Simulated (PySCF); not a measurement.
A geometry optimisation on `[OH2]->[Ru+3](<-[OH2])(<-[OH2])(<-[OH2])(<-[OH2])<-[OH2]` ([Ru(H2O)6]3+) [radical].

Method: PBE0-D3(BJ)/def2-SVP geometry optimisation, gas phase, def2 core potentials past Kr (PySCF 2.14.0). Start geometry: GFN2-xTB. The input is one job of a driver script: a line of settings, then coordinates in Å.

Command:
```bash
OMP_NUM_THREADS=1 python probes_run.py task.json out
```

Input:
```
{"job": {"xc": "PBE0", "basis": "def2-SVP", "d3": "d3bj", "grid": 1, "maxiter": 40, "kind": "geom"}, "charge": 3, "multiplicity": 2}
Ru    -0.002470    -0.002390     0.001070
O      0.066140     0.150370     2.041430
H     -0.645600     0.368300     2.665800
H      0.922260     0.192540     2.503500
O      0.010220    -0.170060    -2.047490
H     -0.762760    -0.139440    -2.634330
H      0.813360    -0.171990    -2.595020
O      2.119190     0.110510     0.074000
H      2.579280     0.946450    -0.094850
H      2.689000    -0.602430    -0.252020
O     -2.122760    -0.022360     0.017330
H     -2.602810    -0.281040     0.817890
H     -2.647790    -0.317130    -0.741700
O     -0.196430     2.027090    -0.181090
H     -1.077360     2.433920    -0.263140
H      0.470200     2.726800    -0.084270
O      0.112530    -2.047400     0.173730
H     -0.641890    -2.660940     0.199860
H      0.917710    -2.540790     0.399310
```

Output:
```
step   0  E = -551.53916416  max force = 0.016459
step   1  E = -551.54109926  max force = 0.005288
step   2  E = -551.54147233  max force = 0.004083
step   3  E = -551.54169778  max force = 0.003807
step   4  E = -551.54202645  max force = 0.002569
step   5  E = -551.54220086  max force = 0.001116
step   6  E = -551.54227057  max force = 0.000623
step   7  E = -551.54227393  max force = 0.000463
step   8  E = -551.54227438  max force = 0.000386
optimisation converged
```

Energies in Eh; «max force» is the largest Cartesian gradient component in Eh/bohr.

Q: Give the first gradient maximum in eV/Å.

A: With 1 Eh/bohr = 51.422 eV/Å, 0.846 eV/Å.

In short: final energy -551.54227 Eh after 8 steps.

Q: Give the final coordinates.

A: 0.070 Å rms from the input after alignment:
```
atom  x, y, z in Å
Ru1   -0.0005   -0.0030   -0.0057
O2     0.1290    0.2628    1.9987
H3    -0.5786    0.4774    2.6367
H4     0.9807    0.2627    2.4782
O5    -0.0105   -0.2505   -2.0160
H6    -0.7660   -0.2408   -2.6348
H7     0.8081   -0.3122   -2.5462
O8     2.0789    0.2079   -0.0643
H9     2.5713    1.0480   -0.1129
H10    2.7273   -0.5061   -0.2064
O11   -2.0808   -0.1965    0.0799
H12   -2.6107   -0.2624    0.8957
H13   -2.6772   -0.4162   -0.6592
O14   -0.3030    1.9831   -0.2511
H15   -1.1940    2.3702   -0.3592
H16    0.3428    2.7142   -0.2055
O17    0.1855   -2.0041    0.2464
H18   -0.5701   -2.6215    0.1916
H19    0.9678   -2.5131    0.5339
```

The ion is multiply charged and computed in the gas phase, without counter-ions or solvent.

Q: Estimate the wall time. Hardware: an Arm Neoverse N1 with one thread, no GPU, shared host with 64 logical CPUs at a one-minute load of 54. And the peak memory of the process?

A: About 7.5 min, with 0.74 GiB resident at the peak, the Python interpreter and its libraries included.
Labels such as C1 count atoms from 1, the log's own numbers from 0.

Caution for open-shell metal species: one SCF solution and one stationary point were followed, and a lower state or a bent or distorted shape isn't ruled out.
